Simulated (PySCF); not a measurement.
This PySCF input asks for the NMR shieldings of C₆H₁₅BO₂; the geometry comes from GFN2-xTB.

```python
import basis_set_exchange as bse
import numpy as np
from pyscf import gto, dft
from pyscf.prop import nmr

atoms = """
C     2.644844   -0.834402   -0.035724
C     2.841656    0.674653   -0.119134
O     1.745503    1.344289    0.464395
B     0.951017    2.186609   -0.167661
O    -0.666763   -1.253411   -0.728977
C    -0.969184   -1.060096    0.637095
C    -2.469264   -0.738883    0.680926
C    -2.720546   -0.074116   -0.682475
C    -1.385444   -0.261563   -1.429350
H     1.728215   -1.121736   -0.545922
H     3.486731   -1.341239   -0.499494
H     2.574164   -1.144484    1.003919
H     2.963888    0.984597   -1.164879
H     3.736552    0.970082    0.442444
H     0.081907    2.645353    0.473851
H     1.109574    2.483987   -1.302564
H    -0.699424   -1.972805    1.169134
H    -0.385566   -0.217353    1.033161
H    -3.048487   -1.657285    0.773241
H    -2.714674   -0.086995    1.516149
H    -3.536842   -0.562412   -1.212267
H    -2.958200    0.983063   -0.581970
H    -1.506627   -0.605549   -2.457554
H    -0.814767    0.679459   -1.425321
"""
names = dict.fromkeys(["C", "O", "B", "H"], "pcSseg-1")
basis = {el: gto.basis.parse(bse.get_basis(n, elements=[el], fmt="nwchem")) for el, n in names.items()}
mol = gto.M(atom=atoms, basis=basis, charge=0, verbose=0)
mf = dft.RKS(mol, xc="PBE0")
mf.grids.level = 2
mf.grids.alignment = dft.numint.BLKSIZE   # the property module wants whole blocks of grid points
mf.conv_tol = 1e-9
mf.kernel()

calc = nmr.RKS(mf)   # GIAO
C = mf.mo_coeff
Co = C[:, mf.mo_occ > 0]
resp = mf.gen_response(singlet=True, hermi=2)
def vind(x):   # induced exchange potential for any number of trial vectors
    d = np.einsum("pi,xij,qj->xpq", C, 2 * x.reshape(-1, C.shape[1], Co.shape[1]), Co, optimize=True)
    return np.einsum("xpq,pi,qj->xij", resp(d - d.transpose(0, 2, 1)), C, Co, optimize=True).ravel()
mo1, _ = nmr.rhf.solve_mo1(calc, with_cphf=vind)
sigma = calc.kernel(mo1)
for i, s in enumerate(sigma):   # ppm
    print("%2d %-2s %9.2f" % (i, mol.atom_pure_symbol(i), np.trace(s) / 3))
```

Problem. What does it print?

Solution. 
```
 0 C     166.79
 1 C     111.63
 2 O      93.46
 3 B      56.57
 4 O     269.50
 5 C     115.24
 6 C     159.51
 7 C     160.14
 8 C     115.70
 9 H      29.39
10 H      30.78
11 H      30.10
12 H      27.55
13 H      27.11
14 H      26.75
15 H      26.46
16 H      27.70
17 H      28.04
18 H      29.93
19 H      29.96
20 H      29.85
21 H      29.98
22 H      27.59
23 H      28.46
```

These numbers come from an equivalent density-fitted implementation of the same equations, which agrees with the script to about 0.01 ppm for H and up to a few tenths of a ppm for heavy atoms, so last digits may differ.

Size and cost of the density-fitted run: 228 basis functions, 88 s wall time on 1 thread of an Arm Neoverse N1, shared host; peak memory 1 GiB.
